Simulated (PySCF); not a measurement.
In(CF3)(F)2, SMILES F[C](F)(F)[In]([F])[F] (PBE0/def2-SVP optimised geometry):

```
7

In     0.129    -0.549     0.000
C     -1.110     1.274     0.000
F     -0.381     2.353     0.267
F     -2.076     1.191     0.913
F     -1.684     1.447    -1.190
F      2.076    -0.549     0.000
F     -0.600    -2.353    -0.009
```

Computed with PySCF with PBE0/def2-TZVP, def2 effective core potentials past Kr.

**Question.** What are the frontier orbital energies and the dipole moment?

**Answer.** HOMO-2 -10.86 eV, HOMO-1 -10.76 eV, HOMO -9.61 eV, LUMO -2.76 eV, LUMO+1 -1.99 eV; dipole moment 1.94 D.

On the same geometry PBE/def2-TZVP, def2 effective core potentials past Kr (PySCF) gives HOMO-2 -8.82 eV, HOMO-1 -8.71 eV, HOMO -8.07 eV, LUMO -3.61 eV, LUMO+1 -2.68 eV; dipole moment 2.06 D.
